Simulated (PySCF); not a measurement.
## Two-component Hartree-Fock for Dy³⁶⁺ (dysprosium, charge +36)

Start: [Ar] 3d10 4s2. Calculated with PySCF 2.14 in an even-tempered Gaussian basis (17 s from 3.9 bohr⁻², ratio 2.8; 13 p from 5.1 bohr⁻², ratio 2.8; 8 d from 9 bohr⁻², ratio 2.8; 4 f from 21 bohr⁻², ratio 3): generalised Hartree-Fock with the X2C-1e Hamiltonian and a Gaussian nucleus; one run each with spin-orbit coupling (SO) switched off, then screened by Boettger's factors.

```csv
spinor shell,electrons,"ε, spin-free (eV)","ε, screened SO (eV)",weight of nominal j (screened SO),"rms radius, screened SO (bohr)"
1s1/2,2,-55598.7,-55588.4,1.000,0.0240
2s1/2,2,-10633.9,-10630.8,1.000,0.0969
2p1/2,2,-9604.5,-10172.4,1.000,0.0828
2p3/2,4,-9604.5,-9364.4,1.000,0.0894
3s1/2,2,-3510.1,-3509.4,1.000,0.247
3p1/2,2,-3185.1,-3310.0,1.000,0.238
3p3/2,4,-3185.1,-3131.8,1.000,0.250
3d3/2,4,-2781.7,-2804.7,1.000,0.221
3d5/2,6,-2781.7,-2766.0,1.000,0.224
4s1/2,2,-1627.0,-1626.8,1.000,0.522
```

| quantity | spin-free | screened SO |
| --- | --- | --- |
| E (hartree) | -11386.63987 | -11395.27414 |
| M_J | 0 | 0 |
| ⟨J²⟩ | 0.000 | 0.000 |
| ⟨L²⟩ | 0.000 | 0.037 |
| ⟨S²⟩ | 0.000 | 0.037 |

Breit and QED terms are absent; they matter most for the inner s and p1/2 levels.

Densities and radii are taken from the X2C orbitals without a picture-change correction, which distorts them close to the nucleus.

Without spin-orbit coupling the j labels of p, d and f shells carry no meaning; the spin-free column gives the mean over the occupied spinors of each nl shell.
